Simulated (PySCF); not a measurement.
**Shapes and spin states of HCoS**

All numbers come from PBE0 in PySCF with Co def2-TZVP, S def2-TZVP, H def2-TZVP; no relativity; density-fitted integrals.

Relaxations began from a few typed shapes and spin states; open shells are unrestricted. The search is not exhaustive: other isomers or separated fragments can lie lower, and high-lying points may rest on an excited occupation.

Problem. Order these stationary points by electronic energy, lowest first, in kJ/mol from the lowest minimum.
A. singlet (closed shell, unstable to spin polarisation) Cs: Co–S 2.150 Å, S–H 1.348 Å; Co–S–H 96.7°
B. broken-symmetry Ms = 1 (⟨S²⟩ 2.99) Cs: Co–H 1.577 Å, Co–S 2.185 Å; H–Co–S 170.6°
C. broken-symmetry Ms = 1 (⟨S²⟩ 2.98) C∞v: Co–H 1.565 Å, Co–S 2.108 Å; H–Co–S 180.0°
D. triplet Cs: Co–S 2.122 Å, S–H 1.349 Å; Co–S–H 94.5°
E. triplet Cs: Co–S 2.220 Å, S–H 1.384 Å; Co–S–H 61.4°
F. quintet Cs: Co–H 1.581 Å, Co–S 2.111 Å; H–Co–S 160.5°
G. quintet C∞v: Co–H 1.590 Å, Co–S 2.053 Å; H–Co–S 180.0°
H. quintet Cs: Co–H 1.584 Å, Co–S 2.081 Å; H–Co–S 159.2°

Solution. D (0.0), E (31.5), F (114.7), H (119.7), G (120.9), B (136.9), C (214.8), A (247.6).

Problem. Which of them are minima?

Solution. By energy in kJ/mol, 0.0: minimum; 31.5: minimum; 114.7: minimum; 119.7: minimum; 120.9: minimum; 136.9: minimum; 214.8: saddle point, 1 imaginary mode; 247.6: minimum of the closed-shell surface only.

For the lowest minimum: open d and f shells are described by one determinant, and the ground state may have another occupation or spin.

The electron or spin density has lower symmetry than the nuclear frame for the quintet C∞v at 120.9 kJ/mol, broken-symmetry Ms = 1 (⟨S²⟩ 2.99) Cs at 136.9 kJ/mol, broken-symmetry Ms = 1 (⟨S²⟩ 2.98) C∞v at 214.8 kJ/mol.
